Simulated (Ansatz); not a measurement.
BClFHSe, SMILES `FB(Cl)[SeH]`, 5 atoms. Total charge 0; spin multiplicity 1. Correlated methods include outer-core shells of Se, which these sets cover unevenly. Scalar relativity is left out up to krypton. Hardware: A = 2 threads of an AMD EPYC 7R13 on a shared host; B = 2 threads of an AMD EPYC 7R13 on a shared host and a share of an NVIDIA H100 80 GB. Correlated methods freeze the cores. Open-shell runs search over several starts.

Problem. How many basis functions does each run have, and how long does it take in Ansatz? RKS PBE0-D4/def2-SVP energy [A]; UKS PBE0-D4/def2-TZVPP energy of the cation [A]; RHF-CCSD(T)/def2-SVP energy [A]; UKS ωB97M-V/def2-TZVPP energy of the cation [A]; RKS r2SCANh-D4/def2-TZVPP energy [A]; RKS PBE0-D4/def2-TZVP relaxation (6 steps) [A]; RHF-CCSD(T)/def2-QZVPP energy [B]; UKS r2SCAN-D4/def2-TZVPP energy of the cation [A]; RKS PBE0-D4/def2-QZVPP energy [B]; RKS ωB97X-V/def2-TZVPP energy [A]; UKS PBE-D4/def2-TZVPP energy of the cation [A]; RKS ωB97M-V/def2-QZVPP energy [B]. (An estimate is asked.)

Solution. The calculation gave: Other jobs shared the machine, so times are rough.

| level | job | functions | wall time | peak host memory (GiB) |
| --- | --- | --- | --- | --- |
| RKS PBE0-D4/def2-SVP | energy [A] | 83 | 0.95 s | 0.35 |
| RHF-CCSD(T)/def2-SVP | energy [A] | 83 | 2.8 s | 0.35 |
| RKS r2SCANh-D4/def2-TZVPP | energy [A] | 166 | 3.8 s | 0.44 |
| UKS PBE-D4/def2-TZVPP | energy of the cation [A] | 166 | 5.5 s | 0.35 |
| RKS ωB97X-V/def2-TZVPP | energy [A] | 166 | 5.5 s | 0.52 |
| UKS PBE0-D4/def2-TZVPP | energy of the cation [A] | 166 | 5.5 s | 0.57 |
| RKS ωB97M-V/def2-QZVPP | energy [B] | 303 | 8.5 s | 0.9 |
| RKS PBE0-D4/def2-QZVPP | energy [B] | 303 | 9.5 s | 0.85 |
| UKS r2SCAN-D4/def2-TZVPP | energy of the cation [A] | 166 | 9.5 s | 0.35 |
| RHF-CCSD(T)/def2-QZVPP | energy [B] | 303 | 12 s | 0.86 |
| UKS ωB97M-V/def2-TZVPP | energy of the cation [A] | 166 | 14 s | 0.76 |
| RKS PBE0-D4/def2-TZVP | relaxation (6 steps) [A] | 153 | 19 s | 0.41 |
